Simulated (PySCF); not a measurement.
PySCF input (M06-L/def2-TZVPD):

```python
from pyscf import gto, scf, dft

mol = gto.M(
    atom='''
    Sr   -0.00000000   -0.00000000   -0.33687817
    O     0.00000000    0.00000000    1.60017132
    ''',
    basis='def2-tzvpd',
    ecp='def2-tzvp',
    charge=0,
    spin=0,
    verbose=4,
)

mf = dft.RKS(mol, xc='m06l').density_fit(auxbasis='def2-universal-jkfit')
mf.grids.level = 4
mf.conv_tol = 1e-9
mf.max_cycle = 100
mf.max_memory = 1500
mf.kernel()
if not mf.converged:
    mf = mf.newton()
    mf.kernel(mf.make_rdm1())
mf.analyze()
```

End of the output:

```
Extra cycle  E= -105.931461575363  delta_E= 6.63e-10  |g|= 5.55e-05  |ddm|= 7.22e-05
converged SCF energy = -105.931461575363
**** SCF Summaries ****
Total Energy =                        -105.931461575362832
Nuclear Repulsion Energy =              21.854979489243714
One-electron Energy =                 -199.723888896131598
Two-electron Energy =                   71.937447831525049
Two-electron Coulomb Energy =           84.978223884990356
DFT Exchange-Correlation Energy =      -13.040776053465311
HOMO-LUMO gap [eV] =                     1.887466243054498
**** MO energy ****
MO #1   energy= -18.798313384042   occ= 2
MO #2   energy= -1.45968884978369  occ= 2
MO #3   energy= -0.822107477415635 occ= 2
MO #4   energy= -0.782096680976579 occ= 2
MO #5   energy= -0.782096680976578 occ= 2
MO #6   energy= -0.641391931164179 occ= 2
MO #7   energy= -0.13497692942547  occ= 2
MO #8   energy= -0.134976929425468 occ= 2
MO #9   energy= -0.126182553590328 occ= 2
MO #10  energy= -0.0568194479525914 occ= 0
MO #11  energy= -0.00818775462285574 occ= 0
MO #12  energy= -0.00818775462284324 occ= 0
MO #13  energy= 0.00870262895085143 occ= 0
MO #14  energy= 0.024441482893784  occ= 0
MO #15  energy= 0.0244760036591662 occ= 0
MO #16  energy= 0.0619024547369145 occ= 0
MO #17  energy= 0.0634629220726111 occ= 0
MO #18  energy= 0.0634629220726151 occ= 0
MO #19  energy= 0.0750231758179449 occ= 0
MO #20  energy= 0.112778296389515  occ= 0
MO #21  energy= 0.112907529961834  occ= 0
MO #22  energy= 0.119226811475485  occ= 0
MO #23  energy= 0.119226811475507  occ= 0
MO #24  energy= 0.131608377232473  occ= 0
MO #25  energy= 0.164280632255252  occ= 0
MO #26  energy= 0.164280632255285  occ= 0
MO #27  energy= 0.16892476112341   occ= 0
MO #28  energy= 0.211765041663001  occ= 0
MO #29  energy= 0.211765041663018  occ= 0
MO #30  energy= 0.24057513588204   occ= 0
MO #31  energy= 0.381347769859087  occ= 0
MO #32  energy= 0.445615028571875  occ= 0
MO #33  energy= 0.4456157127962    occ= 0
MO #34  energy= 0.532039172181121  occ= 0
MO #35  energy= 0.532039172181125  occ= 0
MO #36  energy= 0.547243610706677  occ= 0
MO #37  energy= 0.582358645327357  occ= 0
MO #38  energy= 0.582410061701351  occ= 0
MO #39  energy= 0.63412321410626   occ= 0
MO #40  energy= 0.634123214106269  occ= 0
MO #41  energy= 0.651730790928476  occ= 0
MO #42  energy= 0.724419232382644  occ= 0
MO #43  energy= 0.724419232382674  occ= 0
MO #44  energy= 0.784524115391321  occ= 0
MO #45  energy= 0.892796856662383  occ= 0
MO #46  energy= 0.93072041568083   occ= 0
MO #47  energy= 0.930720415680849  occ= 0
MO #48  energy= 1.00659937198976   occ= 0
MO #49  energy= 1.45831000740029   occ= 0
MO #50  energy= 1.86939240422255   occ= 0
MO #51  energy= 1.86942849494076   occ= 0
MO #52  energy= 1.89620692227885   occ= 0
MO #53  energy= 1.89620692227888   occ= 0
MO #54  energy= 2.11658752271431   occ= 0
MO #55  energy= 2.95089855366591   occ= 0
MO #56  energy= 2.95089855366593   occ= 0
MO #57  energy= 3.08461928586551   occ= 0
MO #58  energy= 3.31359265655575   occ= 0
MO #59  energy= 5.41832657841873   occ= 0
MO #60  energy= 5.41854806960614   occ= 0
MO #61  energy= 5.42851429335228   occ= 0
MO #62  energy= 5.4285142933523    occ= 0
MO #63  energy= 5.43862791626213   occ= 0
MO #64  energy= 5.43862791626215   occ= 0
MO #65  energy= 5.52479118520544   occ= 0
MO #66  energy= 6.66546380251694   occ= 0
MO #67  energy= 6.66548490571129   occ= 0
MO #68  energy= 6.69991816209137   occ= 0
MO #69  energy= 6.69991816209138   occ= 0
MO #70  energy= 6.82868870036931   occ= 0
MO #71  energy= 17.9780426897716   occ= 0
MO #72  energy= 43.6492941927743   occ= 0
MO #73  energy= 69.7511354912682   occ= 0
 ** Mulliken pop on meta-lowdin orthogonal AOs  **
 ** Mulliken pop  **
pop of  0 Sr 4s           1.96898
pop of  0 Sr 5s           0.10696
pop of  0 Sr 6s           0.00806
pop of  0 Sr 7s           0.00004
pop of  0 Sr 8s           0.00148
pop of  0 Sr 9s           0.01294
pop of  0 Sr 4px          1.02082
pop of  0 Sr 4py          1.44410
pop of  0 Sr 4pz          1.44410
pop of  0 Sr 5px          0.50892
pop of  0 Sr 5py          0.32218
pop of  0 Sr 5pz          0.32218
pop of  0 Sr 6px          0.48625
pop of  0 Sr 6py          0.02208
pop of  0 Sr 6pz          0.02208
pop of  0 Sr 7px          0.05336
pop of  0 Sr 7py          0.15114
pop of  0 Sr 7pz          0.15114
pop of  0 Sr 4dxy         0.01798
pop of  0 Sr 4dyz         0.03051
pop of  0 Sr 4dz^2        0.01798
pop of  0 Sr 4dxz         0.00000
pop of  0 Sr 4dx2-y2      0.00000
pop of  0 Sr 5dxy         0.07725
pop of  0 Sr 5dyz         0.14873
pop of  0 Sr 5dz^2        0.07725
pop of  0 Sr 5dxz         0.00000
pop of  0 Sr 5dx2-y2      0.00000
pop of  0 Sr 6dxy         0.04280
pop of  0 Sr 6dyz         0.05388
pop of  0 Sr 6dz^2        0.04280
pop of  0 Sr 6dxz         0.00000
pop of  0 Sr 6dx2-y2      0.00000
pop of  1 O 1s            1.99997
pop of  1 O 2s            1.94957
pop of  1 O 3s            0.05842
pop of  1 O 4s            0.03277
pop of  1 O 5s            0.00723
pop of  1 O 6s            0.00350
pop of  1 O 2px           1.81591
pop of  1 O 2py           1.81591
pop of  1 O 2pz           1.51764
pop of  1 O 3px           0.04794
pop of  1 O 3py           0.04794
pop of  1 O 3pz           0.01074
pop of  1 O 4px           0.00331
pop of  1 O 4py           0.00331
pop of  1 O 4pz           0.00491
pop of  1 O 5px           0.00340
pop of  1 O 5py           0.00340
pop of  1 O 5pz           0.00626
pop of  1 O 3dxy          0.00000
pop of  1 O 3dyz          0.01125
pop of  1 O 3dz^2         0.00291
pop of  1 O 3dxz          0.01125
pop of  1 O 3dx2-y2       0.00000
pop of  1 O 4dxy          0.00000
pop of  1 O 4dyz          0.01935
pop of  1 O 4dz^2         0.00084
pop of  1 O 4dxz          0.01935
pop of  1 O 4dx2-y2       0.00000
pop of  1 O 5dxy          0.00000
pop of  1 O 5dyz          0.02100
pop of  1 O 5dz^2         0.00402
pop of  1 O 5dxz          0.02100
pop of  1 O 5dx2-y2       0.00000
pop of  1 O 4f-3          0.00000
pop of  1 O 4f-2          0.00000
pop of  1 O 4f-1          0.00030
pop of  1 O 4f+0          0.00029
pop of  1 O 4f+1          0.00030
pop of  1 O 4f+2          0.00000
pop of  1 O 4f+3          0.00000
 ** Mulliken atomic charges  **
charge of    0Sr =      1.44401
charge of    1O =     -1.44401
Dipole moment(X, Y, Z, Debye):  0.00000, -0.00000, -8.33234
```
